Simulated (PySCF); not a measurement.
C₂H₆AlF, SMILES [CH3][Al]([CH3])[F]. Atoms are numbered in the order given.

```xyz
10

Al    -0.0249     0.0217    -0.0222
C      1.7493    -0.2905    -0.7667
H      2.2670    -1.1400    -0.2917
H      2.3843     0.6019    -0.6185
H      1.7105    -0.4716    -1.8539
C     -0.7118    -0.6252     1.6835
H     -1.3781    -1.4915     1.5194
H     -1.3148     0.1417     2.1978
H      0.0874    -0.9543     2.3677
F     -1.0731     0.9473    -0.9481
```
Charge 0, spin multiplicity 1.

Coordinates come from a B3LYP-D3(BJ)/def2-SVP optimisation. The isomer is the one that the SMILES or the coordinates give; other isomers of the formula were not compared.

Two levels are set side by side: PBE/pcSseg-1 (PySCF) and PBE0/pcSseg-1 (PySCF). GIAO shifts against CFCl3 (¹⁹F), TMS (¹H), TMS (¹³C) at the same level; non-relativistic, no solvent, atoms listed together averaged. Differences are taken from unrounded values.

| quantity | PBE0 | PBE | PBE minus PBE0 |
|---|---|---|---|
| δ(¹³C) of C2, C6 (ppm) | -9.0 | -9.1 | -0.1 |
| δ(¹⁹F) of F10 (ppm) | -136.3 | -140.1 | -3.8 |

Rough cost on one machine, each run with all the roots and properties that it gave: PBE0 against PBE within a factor of 2.
